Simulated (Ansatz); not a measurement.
Start from `C=C[SiH2][AsH2]` and change one element to get `C=C[SiH2]N`.

Ansatz, PBE0-D4/def2-TZVP geometries, multiplicity 1. Each molecule was computed in one conformer, which needn't be the lowest.

Scalar relativity is left out up to krypton.

| property | `C=C[SiH2][AsH2]` |
| --- | --- |
| LUMO energy (B3LYP/def2-TZVPP) / eV | -0.87 |
| LUMO energy (PBE0/def2-TZVPP) / eV | -0.67 |
| HOMO–LUMO gap (PBE0/def2-TZVPP) / eV | 6.51 |
| LUMO energy (ωB97M-V/def2-TZVPP) / eV | 1.35 |
| HOMO–LUMO gap (PBE/def2-TZVPP) / eV | 4.54 |
| LUMO energy (PBE/def2-TZVPP) / eV | -1.63 |

**Question.** Give the same properties after the change, and the shifts. (Estimate.)

**Answer.** The calculation gave: 
```csv
property,`C=C[SiH2]N`,shift
LUMO energy (B3LYP/def2-TZVPP) / eV,-0.46,0.41
LUMO energy (PBE0/def2-TZVPP) / eV,-0.23,0.44
HOMO–LUMO gap (PBE0/def2-TZVPP) / eV,7.13,0.62
LUMO energy (ωB97M-V/def2-TZVPP) / eV,1.87,0.52
HOMO–LUMO gap (PBE/def2-TZVPP) / eV,4.71,0.17
LUMO energy (PBE/def2-TZVPP) / eV,-1.25,0.38
```

With PBE0 the HOMO falls by 0.18 eV and the LUMO rises by 0.44 eV, so the gap widens by about 0.62 eV. PBE moves the HOMO by 0.22 eV and ωB97M-V by -0.50 eV.

B3LYP here is the variant with VWN-RPA as its local correlation; programs differ in this.
